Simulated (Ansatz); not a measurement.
Job for Ansatz (an electronic-structure program): R-CCSD(T)/cc-pV(D+d)Z on B3F3O3 (SMILES FB1OB(F)OB(F)O1). The basis file is the Basis Set Exchange's JSON of that set.

Ansatz 0.2 input:
```yaml
crystal:
  periodic: [false, false, false]
  atoms:
    - {symbol: F, position_ang: [-2.17275690, -1.57709252, -0.03113177]}
    - {symbol: B, position_ang: [-1.10772335, -0.80404455, -0.01572509]}
    - {symbol: O, position_ang: [-1.25631709, 0.55871503, 0.04869768]}
    - {symbol: B, position_ang: [-0.14226896, 1.35993427, 0.06430756]}
    - {symbol: F, position_ang: [-0.27903452, 2.66744260, 0.12647838]}
    - {symbol: O, position_ang: [1.11331389, 0.80814936, 0.01563981]}
    - {symbol: B, position_ang: [1.24996040, -0.55586492, -0.04855210]}
    - {symbol: F, position_ang: [2.45175359, -1.09030821, -0.09545695]}
    - {symbol: O, position_ang: [0.14297294, -1.36683105, -0.06425752]}
basis:
  gaussian:
    orbitals: cc-pV_D+d_Z.json
magnetization: {spin_polarized: false}
correlation: {method: ccsd_t, electrons: outside_noble_gas}
scf: {lower_state_search: off}
```

Output:

```
WARN ansatz: RAYON_NUM_THREADS=4 ignored (pool sized by the plan → 4); use --threads N
Functional definition: HF
these checks for a lower state are left out or cut short: stability, starts, cluster_reference, orbital_swaps, neighbouring_geometries, increment
integrals: 0.23 GiB planned
1161 factors; integrals over basis functions are off by at most 4.5e-4 eV
mean field: 0.64 GiB planned
mean field evaluation 1: about -16252.8238 eV, gradient 5.5e1 eV
mean field evaluation 2: about -16253.4951 eV, gradient 5.6e1 eV
mean field evaluation 4: about -16259.1812 eV, gradient 3.3e0 eV
mean field evaluation 8: about -16259.2726 eV, gradient 2.1e-1 eV
mean field -16259.27274270 eV, -597.5172523635 hartree, gradient 4.3e-6 eV, S^2 0.000000; 0 other end points of the search recorded, 0 dependent functions left out
9 core orbitals not correlated
reference -16259.27274270 eV, -597.5172523635 hartree; 24, 24 occupied and 93, 93 virtual orbitals, 1161 factors
second order -35.63759650 eV of doubles, -0.00000000 eV of singles
coupled cluster: 0.91 GiB planned
cycle   1  -35.15032657 eV  change    4.9e-1 eV  update   1.3e-1
cycle   2  -35.87942890 eV  change   -7.3e-1 eV  update   3.5e-2
cycle   3  -36.06172616 eV  change   -1.8e-1 eV  update   1.9e-2
cycle   4  -36.04260544 eV  change    1.9e-2 eV  update   3.7e-3
cycle   5  -36.03621846 eV  change    6.4e-3 eV  update   1.5e-3
cycle   6  -36.03721916 eV  change   -1.0e-3 eV  update   4.2e-4
cycle   7  -36.03720671 eV  change    1.2e-5 eV  update   1.1e-4
cycle   8  -36.03708118 eV  change    1.3e-4 eV  update   4.2e-5
cycle   9  -36.03706349 eV  change    1.8e-5 eV  update   1.2e-5
perturbative correction -0.83919078 eV, -0.0308396922 hartree
Total energy: -16296.14899697 eV, -598.8724297121 hartree
Checks for a lower state left out: stability, starts, cluster_reference, orbital_swaps, neighbouring_geometries, increment
```

The run converged.

Cost: roughly 40 core-seconds.
